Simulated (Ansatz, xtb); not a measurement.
Two isomers of C3H2ClFN2

Structure X is `Fc1n[nH]cc1Cl`, a singlet and structure Y is `Fc1cc(Cl)[nH]n1`, a singlet. Both are isolated molecules in the gas phase, relaxed with r2SCAN-D4/def2-SVP.

X (Å):

```yaml
atoms:
  - { symbol: C, position_ang: [-2.0576, 0.1994, 0.6481] }
  - { symbol: C, position_ang: [-0.1970, 0.3205, -0.5377] }
  - { symbol: C, position_ang: [-1.5785, 0.2969, -0.6792] }
  - { symbol: Cl, position_ang: [-2.5049, 0.3681, -2.1177] }
  - { symbol: F, position_ang: [-3.3206, 0.1455, 1.0170] }
  - { symbol: N, position_ang: [-1.0860, 0.1649, 1.5383] }
  - { symbol: N, position_ang: [0.0312, 0.2395, 0.7973] }
  - { symbol: H, position_ang: [0.9292, 0.2304, 1.2666] }
  - { symbol: H, position_ang: [0.5986, 0.3873, -1.2769] }
```

Y (Å):

```xyz
9

C    -2.2301    0.5144    0.1704
C    -1.3397   -0.3518    0.8416
C    -0.1363   -0.0754    0.2092
Cl    1.4292   -0.7170    0.4519
F    -3.5236    0.6307    0.4104
N    -0.3766    0.8719   -0.7312
N    -1.6688    1.2495   -0.7697
H    -1.5334   -1.0562    1.6453
H     0.2967    1.2888   -1.3643
```

Energies in hartree; the thermal terms are from GFN2-xTB frequencies at re-optimised GFN2-xTB minima (ideal gas, soft modes damped towards free rotors, one conformer each, 298.15 K, 1 atm) and include the zero-point energy:

```
                              X           Y
E, CCSD(T)/def2-SVP  −783.248516  −783.251185
    E, MP2/def2-SVP  −783.184681  −783.187792
  E, MP2/def2-TZVPP  −783.998031  −784.001654
  zero-point energy     0.051984     0.051912
       H(298 K) − E     0.058656     0.058581
       G(298 K) − E     0.021744     0.021733
```

Correct the CCSD(T) difference for the basis set by the MP2 change, then work out ΔE, ΔE₀, ΔH and ΔG for X → Y in kcal/mol (1 Eh = 627.51 kcal/mol) and the equilibrium ratio [Y]/[X].

1. Differences Y − X: CCSD(T) −0.002669, MP2 in the small set −0.003111, MP2 in the large set −0.003623 Eh.
2. ΔE = −0.002669 + (−0.003623 − (−0.003111)) = −0.003181 Eh = −2.00 kcal/mol.
3. ΔE₀ = ΔE + ΔZPE = −0.003181 + (−0.000072) Eh = −2.04 kcal/mol.
4. ΔH = ΔE + (−0.000075) Eh = −2.04 kcal/mol.
5. ΔG = ΔE + (−0.000011) Eh = −2.00 kcal/mol, so ΔS = (ΔH − ΔG)/T = −0.6 J/(mol K).
6. kT = 0.9442 mEh, so K = [Y]/[X] = exp(−ΔG/kT) = exp(+3.38) ≈ 29.

Structure Y is favoured at this temperature. An error of 1 kcal/mol in ΔG would change K by a factor of 5.4. Mirror images and further conformers aren't counted.

As drawn, both hold the same kinds of bond in the same numbers.

Other levels gave ΔE = −2.1 (GFN2-xTB); 0.0 (HF/STO-3G, GFN2-xTB geometries); −2.2 (r2SCAN-D4/def2-SVP//GFN2-xTB); −2.2 (r2SCAN-D4/def2-SVP); −1.8 (HF/def2-SVP); −2.0 (MP2/def2-SVP); −1.7 (CCSD(T)/def2-SVP) kcal/mol. The correlated steps freeze 11 core orbitals. Programs: Ansatz 0.2.0, xtb 6.7.1.
